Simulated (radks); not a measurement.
Radial electron density D(r) = 4 pi r^2 rho(r) of an atom or ion with 56 electrons. Calculated with a radial shooting solver on a logarithmic mesh with Libxc functionals: Dirac Kohn-Sham, LDA (Slater exchange, Perdew-Wang correlation), spin-unpolarised, spherical densities, finite nucleus; Fermi nuclear charge, rms radius of each element as measured or else 0.836 A^(1/3) + 0.57 fm.

```
   r/bohr * D(r) (the largest magnitude, 102, reaches the edge; | marks zero)
 0.002261 |     *
  0.00259 |      *
 0.002967 |        *
 0.003427 |          *
 0.003926 |            *
 0.004534 |               *
 0.005195 |                  *
 0.005951 |                      *
 0.006873 |                         *
 0.007874 |                             *
 0.009021 |                                *
  0.01042 |                                    *
  0.01194 |                                       *
  0.01379 |                                         *
  0.01579 |                                          *
  0.01809 |                                          *
   0.0209 |                                         *
  0.02394 |                                       *
  0.02765 |                                     *
  0.03168 |                                     *
  0.03629 |                                     *
  0.04191 |                                       *
  0.04802 |                                           *
  0.05502 |                                                *
  0.06354 |                                                    *
  0.07279 |                                                      *
  0.08407 |                                                     *
  0.09631 |                                                 *
   0.1103 |                                            *
   0.1274 |                                        *
    0.146 |                                        *
   0.1673 |                                           *
   0.1932 |                                              *
   0.2213 |                                              *
   0.2556 |                                         *
   0.2928 |                                *
   0.3355 |                       *
   0.3875 |                  *
   0.4439 |                 *
   0.5127 |                   *
   0.5873 |                    *
   0.6729 |                  *
   0.7771 |              *
   0.8903 |         *
     1.02 |      *
    1.178 |     *
     1.35 |    *
    1.559 |   *
    1.786 |  *
    2.046 | *
    2.363 |*
    2.707 *
    3.101 *
    3.582 *
    4.104 *
    4.739 *
     5.43 *
```

What is the nuclear charge?

Answer. Z = 59. The innermost maximum, from 1s, lies near gamma/Z bohr with gamma = sqrt(1 - (Z/c)^2) = 0.903, here 0.0153 bohr (found: 0.0168), and its height grows with Z. The density is that of the praseodymium ion Pr3+ in [Xe] 4f2; the configuration itself is not fixed sharply by these data, and Z only to a few units. D(r) has 4 maxima, at r = 0.0168, 0.0746, 0.209, 0.578 bohr, and minima at 0.0327, 0.138, 0.423 bohr, inside which lie 2.02, 11.21, 29.07 electrons.
